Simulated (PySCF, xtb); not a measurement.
BFH, SMILES [BH]F (connectivity only; charge and spin as stated), charge +1, multiplicity 1.

Geometry optimised at PBE0-D3(BJ)/def2-TZVPD. The spin state was assumed, not searched. The isomer is the one that the SMILES or the coordinates give; other isomers of the formula were not compared.

The numbers are results of PySCF 2.14.0 with IEF-PCM-PBE0/def2-TZVPD, not measurements.

The values are the electrostatic part of the solvation free energy, E(continuum) − E(gas) at the gas-phase geometry, in a cavity of scaled van der Waals radii (PySCF's table); cavitation and dispersion terms are not included. In vacuum the orbital gap is 12.79 eV.

Computed values in water (ε = 78.36), cyclohexanone (ε = 15.62), diethylether (ε = 4.24):
```json
[
 {"solvent": "water", "ε": "78.36", "ΔG(elec) (kcal/mol)": "-70.4", "gap (eV)": "12.67"},
 {"solvent": "cyclohexanone", "ε": "15.62", "ΔG(elec) (kcal/mol)": "-66.7", "gap (eV)": "12.68"},
 {"solvent": "diethylether", "ε": "4.24", "ΔG(elec) (kcal/mol)": "-54.4", "gap (eV)": "12.71"}
]
```

For comparison, GFN2-xTB/ALPB(water) (xtb, at the GFN2-xTB geometry, all terms of that model) gives -70.5 kcal/mol.
